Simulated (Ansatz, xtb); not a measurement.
Computed against measured: dipole moment

10 molecules with halogens; the dipole moment in D, computed less measured. Shapes, held fixed at every level: PBE0-D4/def2-TZVP. No vibrational averaging. Dipoles are compared by magnitude; molecules under 1 D, whose direction can flip, are left out. Programs: Ansatz 0.2.0, xtb 6.7.1. Measured values: NIST CCCBDB.

Levels: A = GFN1-xTB; B = PBE-D4/def2-TZVPP; C = B3LYP-D4/def2-TZVPP; D = wB97M-V/def2-TZVPP.

| molecule | measured | A | B | C | D |
| --- | --- | --- | --- | --- | --- |
| BrF (bromine fluoride) | 1.42 | -0.41 | -0.18 | -0.02 | +0.02 |
| HCl (hydrogen chloride) | 1.08 | +0.75 | +0.09 | +0.11 | +0.11 |
| CuF (fluorocopper) | 5.77 | -0.19 | -1.19 | -0.67 | -0.38 |
| CH2F2 (difluoromethane) | 1.97 | +0.44 | -0.25 | -0.10 | -0.11 |
| CH3I (methyl iodide) | 1.62 | -0.82 | +0.03 | +0.06 | +0.05 |
| CHBrF2 (bromodifluoromethane) | 1.50 | +0.36 | -0.22 | -0.13 | -0.13 |
| SO2F2 (SMILES O=S(=O)(F)F) | 1.12 | +0.18 | -0.01 | +0.01 | +0.04 |
| C2F3N (cyanotrifluoromethane) | 1.33 | -0.76 | +0.15 | +0.07 | +0.07 |
| C2H3Cl (SMILES C=CCl) | 1.45 | -0.03 | -0.19 | -0.10 | -0.07 |
| C2H4Cl2 (1,1-dichloroethane) | 2.06 | +0.17 | -0.10 | -0.04 | -0.04 |

**Question.** Sum up the errors.

**Answer.** 
| level | kind | mean error | mean absolute error | worst case |
| --- | --- | --- | --- | --- |
| GFN1-xTB | semi-empirical | -0.031 | 0.411 | CH3I |
| PBE-D4/def2-TZVPP | GGA | -0.187 | 0.241 | CuF |
| B3LYP-D4/def2-TZVPP | global hybrid | -0.081 | 0.131 | CuF |
| wB97M-V/def2-TZVPP | range-separated hybrid | -0.044 | 0.102 | CuF |

On this set wB97M-V/def2-TZVPP has the smallest mean absolute error and GFN1-xTB the largest. PBE-D4/def2-TZVPP is too low in 7 of 10. The tabulated values of HCl, C2F3N are in doubt (older tables, estimates, or at odds with other calculations) and kept here. Over the 8 molecules whose values aren't doubted the mean absolute errors are A 0.325; B 0.271; C 0.141; D 0.105. The smallest two are near a tie. For atoms past krypton def2 sets carry core potentials with scalar relativity. Relativity is left out for Br, Cu. The set is small.
